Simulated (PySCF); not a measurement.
## Bi⁺ (bismuth, charge +1) across methods

[Xe] 4f14 5d10 6s2 6p1 7s1, high-spin 3P determinant (an excited configuration). Computed with PySCF 2.14 in x2c-TZVPPall with one added diffuse shell each of s, p, d, f type (12s8p7d4f, 99 functions), with scalar relativity by spin-free X2C-1e. The B2PLYP total includes its PT2 part (frozen core); its orbital energies are those of the SCF part.

| method | E (hartree) | mean ε 6s β (eV) | mean ε 6p α (eV) | mean ε 7s α (eV) | Σ⟨r²⟩ (bohr²) | ⟨S²⟩ |
| --- | --- | --- | --- | --- | --- | --- |
| PBE0 | -21534.49 | -25.698 | -15.475 | -7.015 | 80.17 | 2.002 |
| TPSS | -21533.92 | -24.607 | -14.417 | -6.573 | 80.40 | 2.001 |
| PBE | -21534.79 | -24.674 | -14.368 | -6.626 | 79.84 | 2.001 |
| r2SCAN | -21534.72 | -24.923 | -14.729 | -6.618 | 80.15 | 2.002 |
| r2SCANh | -21534.62 | -25.327 | -15.136 | -6.769 | 80.18 | 2.003 |
| LDA | -21521.91 | -25.131 | -14.495 | -6.693 | 79.27 | 2.000 |
| UHF | -21528.60270 | -27.604 | -18.086 | -7.799 | 81.75 | 2.006 |
| B2PLYP | -21533.20 | -26.548 | -16.342 | -7.198 | 80.58 | 2.002 |

Spin-orbit coupling, absent here, splits the open shell strongly. The outer electron is Rydberg-like, and this basis confines it to a smaller radius and binds it less than a complete one would.
